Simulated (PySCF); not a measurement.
## Correlation energy of Ar³⁺ (argon, charge +3)

[Ne] 3s2 3p3, high-spin 4S determinant. Computed with PySCF 2.14 in aug-cc-pV(D+d)Z, with no relativity, point nucleus. Frozen: [Ne]; 5 electrons correlated.

```tsv
level	correlation energy (mhartree)
CCSD	-99.76
(T)	-0.99
CCSD(T)	-100.75
CCSDT	-101.00
```

Diagnostics: T1 = 0.0015, D1 = 0.0047, largest double amplitude 0.058.

Cost of the coupled-cluster step: of the order of 0.23 core-seconds, for 5 correlated electrons.

Iterations:

```
CC2 = 0
CCSD nocc = (np.int64(4), np.int64(1)), nmo = (27, 27)
frozen orbitals [[0, 1, 2, 3, 4], [0, 1, 2, 3, 4]]
max_cycle = 100
direct = 0
conv_tol = 1e-08
conv_tol_normt = 1e-06
diis_space = 8
diis_start_cycle = 0
Init t2, MP2 energy = -0.0777790162731269
Init E_corr(UCCSD) = -0.0777790162732778
cycle = 1  E_corr(UCCSD) = -0.0945784596373146  dE = -0.0167994434  norm(t1,t2) = 0.0383697
cycle = 2  E_corr(UCCSD) = -0.0983564506463842  dE = -0.00377799101  norm(t1,t2) = 0.0107636
cycle = 3  E_corr(UCCSD) = -0.09977903210227  dE = -0.00142258146  norm(t1,t2) = 0.00364006
cycle = 4  E_corr(UCCSD) = -0.0997559109285446  dE = 2.31211737e-05  norm(t1,t2) = 0.000391692
cycle = 5  E_corr(UCCSD) = -0.0997564306723608  dE = -5.19743816e-07  norm(t1,t2) = 1.9457e-05
cycle = 6  E_corr(UCCSD) = -0.0997559556519422  dE = 4.75020419e-07  norm(t1,t2) = 1.67276e-06
cycle = 7  E_corr(UCCSD) = -0.0997560826913707  dE = -1.27039428e-07  norm(t1,t2) = 2.61928e-07
cycle = 8  E_corr(UCCSD) = -0.0997560702212674  dE = 1.24701033e-08  norm(t1,t2) = 4.53838e-08
cycle = 9  E_corr(UCCSD) = -0.0997560669868369  dE = 3.23443049e-09  norm(t1,t2) = 1.93244e-08
UCCSD converged
E(UCCSD) = -523.9464265894856  E_corr = -0.09975606698683689
UCCSD(T) correction = -0.000991063663703362
```
